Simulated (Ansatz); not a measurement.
C2HBrCl2, SMILES `ClC(Cl)=CBr`, charge 0, multiplicity 1.

(1) Give a relaxed structure at PBE0-D4/def2-TZVP (the Gaussian-basis code of Ansatz). (Estimate.)

Answers

(1) Computed: 
Z-matrix (Å, degrees):
```
C
Cl 1 1.716
C 1 1.328 2 120.0
Cl 1 1.702 2 115.4 3 180.0
Br 3 1.860 1 124.2 2 180.0
H 3 1.080 1 120.7 2 -0.0
```
Point group Cs.
